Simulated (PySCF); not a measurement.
VO2, SMILES [V](=[O])=[O] (connectivity only; charge and spin as stated), neutral, multiplicity 2. Atoms are numbered in the order given.

```xyz
3

V      0.0000     0.0000     0.3788
O      0.0000     1.3192    -0.5445
O      0.0000    -1.3192    -0.5445
```
Charge 0, spin multiplicity 2.

Geometry: PBE-D3(BJ)/def2-TZVP. The spin state was assumed, not searched.

These are PBE-D3(BJ)/def2-TZVP run with PySCF values and carry that method's errors.

Frequencies are harmonic and unscaled.

Question: Estimate the vibrational spectrum. (An estimate is asked for; the answer gives what the named calculation found.)

Answer: 
| mode | ν (cm⁻¹) | IR (km/mol) | moving atoms (share of kinetic energy) |
|---|---|---|---|
| 1 | 334 | 2.0 | O 82 %, V 18 % |
| 2 | 988 | 261.8 | O 70 %, V 30 % |
| 3 | 1006 | 67.6 | O 79 %, V 21 % |
